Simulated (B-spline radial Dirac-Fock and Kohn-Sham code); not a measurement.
## Electron momentum distribution of Ca⁺: Compton profiles

System: Ca⁺ in the configuration [Ar] 4s1.

Calculated with an atomic code on a B-spline grid, using the impulse approximation on Dirac-Fock densities. pz is in atomic units of momentum; subshell profiles are per electron, for a selection of subshells; open shells are spread over both j values by their weights.

```tsv
pz	J total	J 2p3/2	J 3p1/2	J 4s1/2
0.2	4.974	0.0902	0.327	1.06
0.3	4.492	0.0902	0.326	0.643
0.4	4.089	0.0901	0.323	0.328
0.5	3.798	0.0901	0.318	0.153
0.6	3.585	0.0901	0.309	0.0812
0.8	3.214	0.0900	0.283	0.0597
1	2.806	0.0898	0.244	0.0544
1.2	2.384	0.0895	0.200	0.0386
1.4	1.998	0.0890	0.157	0.0231
1.6	1.675	0.0883	0.117	0.0125
1.8	1.418	0.0873	0.0847	0.00653
2	1.223	0.0860	0.0595	0.00360
2.5	0.9197	0.0817	0.0228	0.00179
3	0.7579	0.0757	0.00925	0.00174
4	0.5590	0.0607	0.00480	0.00119
5	0.4098	0.0450	0.00463	0.000535
7	0.2161	0.0216	0.00276	7.37e-05
10	0.09372	0.00639	0.000828	3.20e-05
15	0.03229	0.000945	0.000118	2.00e-05
20	0.01327	0.000182	2.23e-05	8.38e-06
30	0.002842	1.30e-05	1.59e-06	1.52e-06
40	0.0007776	1.71e-06	< 1e-6	< 1e-6
60	0.0001020	< 1e-6	< 1e-6	< 1e-6
```

Problem. What is the peak value J(0), and which subshell contributes most to it?

Solution. J(0) = 5.564. The 4s1/2 subshell gives the largest part, 29 %.

Mean momentum ⟨p⟩ by subshell (a.u.): 1s1/2 16.7, 2s1/2 5.28, 2p1/2 7.09, 2p3/2 7.04, 3s1/2 1.99, 3p1/2 2.24, 3p3/2 2.23, 4s1/2 0.597.
